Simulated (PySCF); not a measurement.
**Electron correlation in Se+ (selenium, charge +1)**

[Ar] 3d10 4s2 4p3, high-spin 4S determinant. Computed with PySCF 2.14 in def2-TZVP (6s5p4d1f, 48 functions), with the non-relativistic Hamiltonian (point nucleus). Frozen: [Ar] 3d10; 5 electrons correlated.

MP2 pair energies summed by pair of shells (mhartree):

| pair | energy | share (%) |
| --- | --- | --- |
| 4s-4p | -50.33 | 66.4 |
| 4p-4p | -16.61 | 21.9 |
| 4s-4s | -8.88 | 11.7 |

Total MP2 correlation energy: -75.83 mhartree.

Same-spin part -19.86 and opposite-spin part -55.97 mhartree; SCS-MP2 scales them by 1/3 and 6/5 to -73.78 mhartree.

| level | correlation energy (mhartree) |
| --- | --- |
| CCSD | -90.64 |
| (T) | -2.63 |
| CCSD(T) | -93.27 |

Diagnostics: T1 = 0.0020, D1 = 0.0046, largest double amplitude 0.053.

Cost of the coupled-cluster step: 0.6 s of wall time on 1 thread of Neoverse-V1 (shared host), for 5 correlated electrons.

Iterations:

```
CC2 = 0
CCSD nocc = (np.int64(4), np.int64(1)), nmo = (34, 34)
frozen orbitals [[0, 1, 2, 3, 4, 5, 6, 7, 8, 9, 10, 11, 12, 13], [0, 1, 2, 3, 4, 5, 6, 7, 8, 9, 10, 11, 12, 13]]
max_cycle = 100
direct = 0
conv_tol = 1e-08
conv_tol_normt = 1e-06
diis_space = 8
diis_start_cycle = 0
Init t2, MP2 energy = -0.0758289301156855
Init E_corr(UCCSD) = -0.0758289301343627
cycle = 1  E_corr(UCCSD) = -0.0876705619890068  dE = -0.0118416319  norm(t1,t2) = 0.034458
cycle = 2  E_corr(UCCSD) = -0.089869143250732  dE = -0.00219858126  norm(t1,t2) = 0.00914209
cycle = 3  E_corr(UCCSD) = -0.090657037490678  dE = -0.00078789424  norm(t1,t2) = 0.0031282
cycle = 4  E_corr(UCCSD) = -0.090641373562848  dE = 1.56639278e-05  norm(t1,t2) = 0.000404036
cycle = 5  E_corr(UCCSD) = -0.090640634788074  dE = 7.38774774e-07  norm(t1,t2) = 3.68246e-05
cycle = 6  E_corr(UCCSD) = -0.0906405178877518  dE = 1.16900322e-07  norm(t1,t2) = 6.18267e-06
cycle = 7  E_corr(UCCSD) = -0.0906405971590164  dE = -7.92712646e-08  norm(t1,t2) = 1.2518e-06
cycle = 8  E_corr(UCCSD) = -0.0906405704881709  dE = 2.66708455e-08  norm(t1,t2) = 1.27324e-07
cycle = 9  E_corr(UCCSD) = -0.0906405735713884  dE = -3.08321747e-09  norm(t1,t2) = 2.17506e-08
UCCSD converged
E(UCCSD) = -2399.602262395851  E_corr = -0.09064057357138836
UCCSD(T) correction = -0.00263483372207678
```
